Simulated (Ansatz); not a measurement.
Species: I, charge 0, doublet.

Total energies in hartree (Ansatz, an electronic-structure program). UHF or UKS for unpaired electrons; spin-orbit terms are left out. Cores are frozen in correlated methods (noble-gas shells, and filled d and f shells in the p block). Past Kr the def2 sets carry scalar-relativistic core potentials. Spin-orbit terms, left out, reach several kcal/mol for Br and I, and more for heavier atoms.

```tsv
species	HF/def2-TZVPPD	CCSD(T)/def2-TZVPPD	HF/def2-QZVPPD	CCSD(T)/def2-QZVPPD	CCSDT(Q)/def2-QZVPPD
1: I (doublet)	-296.65863	-296.79478	-296.65974	-296.81378	-296.81459
2: I- (singlet)	-296.74354	-296.90888	-296.74400	-296.93244	-296.93327
```

Task: Work out the electron affinity (I- (singlet) against I (doublet)) in eV: take Hartree-Fock from def2-QZVPPD, extrapolate the CCSD(T) correlation energy as X^-3 (X = 3, 4), and add CCSDT(Q) - CCSD(T) in def2-QZVPPD. 1 hartree = 27.211 eV.

Result: 
Species 1: correlation (64·(-0.15404) - 27·(-0.13615))/37 = -0.16709; step -0.00081; E1 = -296.65974 + (-0.16709) + (-0.00081) = -296.82764
Species 2: correlation (64·(-0.18844) - 27·(-0.16534))/37 = -0.20530; step -0.00083; E2 = -296.74400 + (-0.20530) + (-0.00083) = -296.95013
+1·E1 -1·E2 = 0.12249 hartree = 3.33 eV.
